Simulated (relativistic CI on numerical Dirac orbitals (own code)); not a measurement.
## Hyperfine structure of Er⁵¹⁺, mass number 167

Computed by Dirac-Coulomb-Breit CI, separate exchange-only KLI orbitals for each configuration, a model potential for QED, unscaled Slater integrals (own radial code, finite nucleus).

Configuration list (outside the closed core [Ne]): 3s2.3p5, 3s.3p6, 3s2.3p4.3d, 3s.3p5.3d, 3p6.3d, 3s.3p4.3d2, 3s2.3p3.3d.4p, 3p6.4s, 3s.3p4.3d.4s, 3s2.3p4.4s, 3p6.4p, 3s2.3p4.4p, 3s2.3p3.3d2, 3s2.3p2.3d3, 3s.3p3.3d3, 3s2.3p2.3d2.4s, 3s2.3p2.3d2.4p. Double excitations out of closed p, d and f shells are left out; levels of such configurations are missing from the list, as are those of other unlisted configurations, and high levels can miss mixing partners.

Nuclear spin I = 7/2, μ = -0.5623 μN, Q = 3.57 b (tables of Stone and Pyykkö). The electronic factors are computed for point nuclear moments, without core polarisation or the Bohr-Weisskopf and QED corrections.

```tsv
Level	E (eV)	A (GHz)	B (GHz)
3s2.3p5 2P°_3/2	0.000	-25.11	-1100
3s2.3p5 2P°_1/2	231.821	-199.2	
3s2.3p4.3d 2D_3/2	237.488	-14.1	675
3s2.3p4.3d 4F_9/2	268.385	-14.24	331
3s2.3p4.3d 2P_1/2	272.809	5.041	
3s2.3p4.3d 2D_5/2	294.188	-7.182	1230
3s2.3p4.3d 2D_5/2	303.662	-11.01	-956
3s.3p6 2S_1/2	402.424	-481.8
```

Levels with J = 0, under 50 % of one LS term, or S terms without an open s electron are left out. Small factors come from cancelling terms and can be off by tens of per cent or more.

At this charge energies of transitions that change n are usually good to better than 1 %, and those within a shell (Δn = 0) to a few per cent.

**Question.** Give the hyperfine levels of 3s2.3p5 2P°_1/2 relative to its centre of gravity.

**Answer.** With K = F(F + 1) − I(I + 1) − J(J + 1), E = AK/2: F = 3: 448.2, F = 4: -348.6 GHz.

LS names give the leading component of a level, which can be under half, so a name can repeat, a term be missing and a line seem to break the LS rules.
